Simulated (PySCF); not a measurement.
**C₆ coefficients of unlike pairs at PBE0**

Calculated with PySCF 2.14 from the dipole response of each species, C₆(A,B) = (3/π) ∫ α_A(iu) α_B(iu) du, in atomic units, from isotropic polarisabilities. For ions this is the dispersion term alone; charge-induced terms of lower order in 1/R come first.

| species | configuration | basis | relativity | α (bohr³) | C₆ (like pair) |
| --- | --- | --- | --- | --- | --- |
| Mg | [Ne] 3s2 (1S) | dyall-av3z (20s13p6d4f) | none | 74.97 | 673.9 |
| I²⁺ | [Kr] 4d10 5s2 5p3 (4S) | x2c-TZVPPall with one added diffuse shell each of s, p, d, f type (9s7p5d3f) | spin-free X2C | 13.79 | 96.62 |
| Mo³⁺ | [Kr] 4d3 (4F) | aug-cc-pVTZ-PP with one added diffuse shell each of s, p, d, f, g type with ECP28MDF (7s7p6d4f3g) | core potential | 5.747 | 25.53 |
| Ca | [Ar] 4s2 (1S) | aug-cc-pwCVTZ-X2C with one added diffuse shell each of s, p, d, f type (10s9p7d4f) | spin-free X2C | 162.8 | 2285 |

(1) Estimate C₆ for I²⁺ with Mg.

No spin-orbit coupling is included.

The other pairs:

```
     pair     C₆
   Ca, Mg   1226
  Ca, I²⁺  343.4
Mo³⁺, I²⁺  48.60
 Ca, Mo³⁺  152.7
 Mo³⁺, Mg  90.33
```

Answers

(1) The integral gives 202.1. The combination rule 2 C_A C_B / (C_A α_B/α_A + C_B α_A/α_B) gives 200.6 and the geometric mean 255.2.
